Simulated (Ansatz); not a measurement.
`C[SiH2]P` + H₂Se → `P[SeH]` + `C[SiH3]` at 400 K and 1 bar (cleavage of the P–Si bond).

Calculated with Ansatz (gas phase, PBE0-D4/def2-TZVP geometries, no zero-point term in ΔE). CBS: MP2 limit from def2 TZ/QZ plus the TZ coupled-cluster correction, frozen cores. This one scheme is used for every species. For Se outer-core shells are correlated without core-valence functions, which leaves a few kJ/mol of doubt a bond. Scalar relativity is left out up to krypton. One conformer a species, not always the lowest.

| species | CCSD(T)/CBS energy (Eh) | H − E (kJ/mol) | S (J/(mol·K)) |
| --- | --- | --- | --- |
| `C[SiH2]P` | -672.28696 | 216.5 | 349.4 |
| H₂Se | -2401.89790 | 49.4 | 229.5 |
| `P[SeH]` | -2743.44381 | 86.8 | 298.2 |
| `C[SiH3]` | -330.73916 | 180.9 | 277.1 |

H − E and S are ideal-gas, rigid-rotor, harmonic terms from PBE0-D4/def2-TZVP, for one conformer and one mirror image of each species. 1 Eh = 2625.50 kJ/mol, R = 8.31446 J/(mol·K).

**Question.** By hand: ΔE, ΔH, ΔS and ΔG.

**Answer.** ΔE = (-2743.44381) + (-330.73916) − (-672.28696) − (-2401.89790) = 0.00189 Eh = 5.0 kJ/mol. Δ(H − E) = 86.8 + 180.9 − 216.5 − 49.4 = 1.8, so ΔH = 6.8 kJ/mol. ΔS = 298.2 + 277.1 − 349.4 − 229.5 = -3.6 J/(mol·K). ΔG = 6.8 − 400 × (-3.6)/1000 = 8.2 kJ/mol.

**Question.** By hand: the equilibrium constant, and the temperature at which ΔG would vanish if ΔH and ΔS stayed fixed.

**Answer.** log₁₀ K = −ΔG/(RT ln 10) = -1.1. ΔH and −TΔS have one sign here, so there is no such temperature.

The number of gas molecules stays the same, so ΔS is small and ΔH decides. A doubt of 5 kJ/mol in ΔE shifts log₁₀ K by 0.7 here. Other conformers and mirror images would add mixing entropy, several J/(mol·K) or more a flexible species. These are equilibria of isolated gas molecules and say nothing of rates. Largest T1 diagnostic: 0.012 (customary marks: 0.02 for closed shells, 0.045 for open ones).

ΔS is within the doubt of such terms, so its sign, and with it that verdict, could turn.
